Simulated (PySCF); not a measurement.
F2OS, SMILES O=S(F)F. Atoms are numbered in the order given.

```xyz
4

O      1.3643     0.3468     0.0000
S      0.1599    -0.4034     0.0000
F     -0.7485     0.2044     1.1520
F     -0.7485     0.2044    -1.1520
```
Charge 0, spin multiplicity 1.

Geometry optimised at PBE0-D3(BJ)/def2-TZVP.

Calculation: PySCF with PBE0-D3(BJ)/def2-TZVP.

Frequencies are harmonic and unscaled.

```tsv
mode	ν (cm⁻¹)	IR (km/mol)	moving atoms (share of kinetic energy)
1	374	3.9	F 81 %, S 10 %, O 9 %
2	395	4.2	O 48 %, F 42 %, S 10 %
3	533	23.1	F 42 %, O 33 %, S 25 %
4	760	219.4	F 57 %, S 43 %
5	827	188.5	F 53 %, S 45 %
6	1372	167.5	O 65 %, S 35 %
```
